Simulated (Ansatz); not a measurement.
`NCC(F)F` and `FC(F)[O][ZnH]` differ in one atom or group.

Ansatz, PBE0-D4/def2-TZVP geometries, multiplicity 1. Each molecule was computed in one conformer, which needn't be the lowest.

Scalar relativity is left out up to krypton.

```tsv
property	`NCC(F)F`
size of the dipole moment (ωB97M-V/def2-TZVPP) / D	1.18
LUMO energy (B3LYP/def2-TZVPP) / eV	0.81
LUMO energy (ωB97M-V/def2-TZVPP) / eV	2.62
size of the dipole moment (PBE/def2-TZVPP) / D	1.04
HOMO–LUMO gap (PBE0/def2-TZVPP) / eV	8.53
HOMO energy (B3LYP/def2-TZVPP) / eV	-7.11
```

Q: What does the change do to each property? (An estimate is asked.)

A: Computed: 
```
                                          property  `FC(F)[O][ZnH]`  shift
size of the dipole moment (ωB97M-V/def2-TZVPP) / D             1.77   0.59
               LUMO energy (B3LYP/def2-TZVPP) / eV            -0.90  -1.71
             LUMO energy (ωB97M-V/def2-TZVPP) / eV             0.76  -1.86
    size of the dipole moment (PBE/def2-TZVPP) / D             1.73   0.69
              HOMO–LUMO gap (PBE0/def2-TZVPP) / eV             8.63   0.10
               HOMO energy (B3LYP/def2-TZVPP) / eV            -8.95  -1.84
```

With PBE0 the HOMO falls by 1.88 eV and the LUMO falls by 1.78 eV, so the gap widens by about 0.10 eV. PBE moves the HOMO by -1.70 eV and ωB97M-V by -1.80 eV. Dipoles are sizes alone; their direction can turn.

B3LYP here is the variant with VWN-RPA as its local correlation; programs differ in this.
